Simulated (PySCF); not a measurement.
# Excitation energies in several basis sets

C4H8OSi.
Z-matrix (Å and degrees, PBE0-D3(BJ)/def2-SVP geometry), rows numbered from 1:
```
C 
O   1  1.3964
C   2  1.3868  1  113.06
C   3  1.4600  2  118.51  1  -147.94
C   4  1.3126  3   65.82  2   107.42
Si  5  1.8484  3  146.33  4   176.26
H   1  1.1080  2  112.12  3   -58.79
H   1  1.1082  2  111.97  3    62.50
H   1  1.0989  2  108.01  3  -178.11
H   3  1.1053  2  112.44  1    61.69
H   4  1.0887  3  146.18  5  -177.37
H   6  1.4939  5  109.17  3    57.66
H   6  1.4935  5  109.05  3   -60.87
H   6  1.4929  5  111.02  3   178.43
```

TDDFT with PBE0 (PySCF), vertical singlets, core orbitals frozen in the response, spherical d and f functions. Isolated species at its PBE0-D3(BJ)/def2-SVP geometry (one conformer only).

```csv
basis,functions,diffuse,S1 (eV),S2 (eV),S3 (eV),S4 (eV),S5 (eV),LUMO (eV),α (au)
6-31G*,104,no,5.06,6.11,6.62,7.19,7.39,-0.36,65.6
def2-SVP,128,no,4.99,6.02,6.55,7.23,7.33,-0.60,69.7
6-31+G*,128,yes,5.03,6.04,6.38,6.49,6.88,-0.67,74.6
def2-SVPD,191,yes,5.01,6.01,6.45,6.75,7.16,-0.76,79.5
aug-cc-pVDZ,214,yes,4.98,5.98,6.22,6.41,6.62,-0.73,81.5
def2-TZVP,240,no,4.96,5.97,6.41,6.93,7.17,-0.73,77.2
```

Problem. How much do these states and the polarisability depend on the basis?

Solution. States are compared by their number. Against the largest diffuse basis here (aug-cc-pVDZ, itself not a converged limit), sets without diffuse functions differ by up to 0.09 eV in S1 and 0.77 eV in S5; the smaller diffuse sets differ by up to 0.05 and 0.54 eV. State by state, the largest deviation of a set without diffuse functions is S1 0.09, S2 0.12, S3 0.40, S4 0.82, S5 0.77 eV. The same number needn't mean the same state in each row. Against aug-cc-pVDZ the polarisability deviates by -19% in 6-31G*, -14% in def2-SVP, -8% in 6-31+G*, -2% in def2-SVPD, -5% in def2-TZVP. A single + in a Pople set puts diffuse functions on heavy atoms only.
